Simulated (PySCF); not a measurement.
CH5NOSi.
Atom-mapped SMILES: `[NH2:1][SiH2:2][CH:3]=[O:4]` (hydrogens: H5, H6 on N1; H7, H8 on Si2; H9 on C3)

Cartesian coordinates in Å at the PBE0-D3(BJ)/def2-SVP level; atoms count from 1:
```xyz
9
CH5NOSi angstrom
N     -1.3215   -0.5179   -0.5506
Si    -0.0603    0.5474   -0.0365
C      1.4993   -0.4654    0.4848
O      2.3757    0.0224    1.1549
H     -1.9000   -0.2532   -1.3395
H     -1.8593   -1.0527    0.1219
H     -0.3759    1.4574    1.1097
H      0.3249    1.3682   -1.2237
H      1.5933   -1.5280    0.1134
```

Computed at PBE0/pcSseg-1 (PySCF, non-relativistic), with Q(14N) = 0.02044 b, Q(17O) = −0.0256 b: N1, 14N (I = 1): χzz = -4.687 MHz, η = 0.270; O4, 17O (I = 5/2): χzz = 13.20 MHz, η = 0.671.

Question: Where would the pure quadrupole (NQR) lines of 14N at N1 fall for the rigid, isolated species?

Answer: From ν± = (3/4)|χ|(1 ± η/3) and ν0 = |χ|η/2: ν+ 3.831 MHz, ν− 3.199 MHz, ν0 0.632 MHz (silicon-bound nitrogen).

Question: Where would the pure quadrupole (NQR) lines of 17O at O4 fall for the rigid, isolated species?

Answer: From the eigenvalues of H = χ/[4I(2I − 1)] × [3Iz² − I(I + 1) + η(Ix² − Iy²)], steps between neighbouring levels, labelled as for η = 0: ±1/2↔±3/2 2.777 MHz, ±3/2↔±5/2 3.687 MHz (carbonyl oxygen).

In a crystal, neighbours and librations shift these lines. A larger basis could move these couplings by a tenth or more.

One conformer stands for the species.
